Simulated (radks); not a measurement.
Values are calculated unless marked as measured or tabulated.
All-electron atom: Cl III in [Ne] 3s2 3p3 (the NIST ground configuration). Level of theory: non-relativistic Kohn-Sham, XLYP, spin-polarised, spherical densities, point nucleus; open shells are filled with parallel spins first (a radial shooting solver on a logarithmic mesh with Libxc functionals).

Normalised radial functions P(r) = r R(r), r in bohr:

```
   r/bohr * 2s up, o 2p down, + 3p up (the largest magnitude, 1.56, reaches the edge; | marks zero, & curves that meet)
 0.004781                             &  *
 0.006078                             &   *
 0.007726                             &   *
 0.009822                             &    *
  0.01249                             &      *
  0.01587                             +o      *
  0.02002                             +o       *
  0.02545                             +o         *
  0.03235                             |+o         *
  0.04113                             |+ o         *
  0.05228                             | +  o       *
  0.06646                             | +    o   *
  0.08449                             |  +     *o
   0.1074                             |   &        o
   0.1365                          *  |    +           o
   0.1736                  *          |     +              o
   0.2207           *                 |      +                o
   0.2805     *                       |      +                  o
   0.3566  *                          |     +                   o
   0.4533    *                        |  +                  o
   0.5763         *                 + |                o
   0.7326                *     +      |          o
   0.9239                  +   *      |     o
    1.175               +          *  |  o
    1.493               +            *|o
    1.898                 +           &
    2.413                     +       &
    3.068                         +   &
      3.9                           + &
    4.957                             &
```

2s up: eigenvalue -278.69 eV, 1 radial node at r = 0.125 bohr, <r> = 0.446 bohr, 90 % of the charge inside 0.698 bohr. 2p down: eigenvalue -218.88 eV, 0 radial nodes, <r> = 0.407 bohr, 90 % of the charge inside 0.676 bohr. 3p up: eigenvalue -32.800 eV, 1 radial node at r = 0.527 bohr, <r> = 1.59 bohr, 90 % of the charge inside 2.42 bohr.
